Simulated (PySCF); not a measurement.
## Polarisability and C₆ of Mg⁺ (magnesium, charge +1)

[Ne] 3s1, 2S determinant. All numbers are calculated (PySCF 2.14, scalar relativity by spin-free X2C-1e, in aug-cc-pCVQZ-DK (10s9p7d5f3g, 134 functions)). Coupled (time-dependent) response in atomic units; α is the mean over directions.

```csv
method,mean α (bohr³),C₆ (like pair),S(−4)
HSE06,34.09,148.2,1240
```

S(−4) is the Cauchy moment in α(ω) = α(0) + S(−4) ω² + …

α(iu) at HSE06:

```
u (hartree)  α(iu) (bohr³)
          0          34.09
     0.0500          31.26
      0.100          25.04
      0.200          14.09
      0.300          8.312
      0.500          3.816
      0.750          2.047
       1.00          1.358
       1.50         0.8105
       2.00         0.5810
       3.00         0.3667
       5.00         0.1948
```

A single London oscillator, α(iu) = α/(1 + u²/ω²), gives C₆ = (3/4) ω α². Matching the computed C₆ needs ω = 4 × 148.2 / (3 × 34.09²) = 0.170 hartree.

For an ion, C₆ is the dispersion term alone; charge-induced terms of lower order in 1/R come first.
